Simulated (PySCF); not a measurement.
This PySCF input asks for the NMR shieldings of `C=C[C@@H]1CP1n1cccc1`, C8H10NP; the geometry comes from GFN2-xTB.

```python
import basis_set_exchange as bse
import numpy as np
from pyscf import gto, dft
from pyscf.prop import nmr

atoms = """
C     3.557831    0.754057    0.184349
C     2.765482   -0.105872   -0.438421
C     1.380124   -0.364674   -0.049818
C     0.754197   -1.702641   -0.338104
P     0.065515   -0.363685   -1.400088
N    -1.283888    0.089489   -0.418766
C    -2.357865   -0.695821   -0.090991
C    -3.289663    0.074098    0.537538
C    -2.782894    1.393263    0.577418
C    -1.563446    1.373330   -0.029321
H     3.216305    1.319973    1.035194
H     4.573088    0.922751   -0.127696
H     3.125635   -0.663920   -1.293704
H     1.063149    0.130427    0.863849
H     1.377070   -2.429110   -0.844103
H     0.111079   -2.129524    0.419845
H    -2.363440   -1.742908   -0.327078
H    -4.230323   -0.257603    0.931871
H    -3.266697    2.247026    1.009251
H    -0.856406    2.162022   -0.204261
"""
names = dict.fromkeys(["C", "P", "N", "H"], "pcSseg-1")
basis = {el: gto.basis.parse(bse.get_basis(n, elements=[el], fmt="nwchem")) for el, n in names.items()}
mol = gto.M(atom=atoms, basis=basis, charge=0, verbose=0)
mf = dft.RKS(mol, xc="PBE0")
mf.grids.level = 2
mf.grids.alignment = dft.numint.BLKSIZE   # the property module wants whole blocks of grid points
mf.conv_tol = 1e-9
mf.kernel()

calc = nmr.RKS(mf)   # GIAO
C = mf.mo_coeff
Co = C[:, mf.mo_occ > 0]
resp = mf.gen_response(singlet=True, hermi=2)
def vind(x):   # induced exchange potential for any number of trial vectors
    d = np.einsum("pi,xij,qj->xpq", C, 2 * x.reshape(-1, C.shape[1], Co.shape[1]), Co, optimize=True)
    return np.einsum("xpq,pi,qj->xij", resp(d - d.transpose(0, 2, 1)), C, Co, optimize=True).ravel()
mo1, _ = nmr.rhf.solve_mo1(calc, with_cphf=vind)
sigma = calc.kernel(mo1)
for i, s in enumerate(sigma):   # ppm
    print("%2d %-2s %9.2f" % (i, mol.atom_pure_symbol(i), np.trace(s) / 3))
```

Question: Give the expected output.

Answer: 
```
 0 C      65.29
 1 C      40.46
 2 C     147.41
 3 C     162.96
 4 P     470.20
 5 N      90.40
 6 C      60.60
 7 C      70.20
 8 C      69.61
 9 C      58.64
10 H      25.96
11 H      26.23
12 H      26.47
13 H      29.27
14 H      30.63
15 H      29.46
16 H      25.15
17 H      25.34
18 H      25.32
19 H      24.92
```

These numbers come from an equivalent density-fitted implementation of the same equations, which agrees with the script to about 0.01 ppm for H and up to a few tenths of a ppm for heavy atoms, so last digits may differ.

Size and cost of the density-fitted run: 227 basis functions, 44 s wall time on 1 thread of an x86-64 server CPU, shared host.
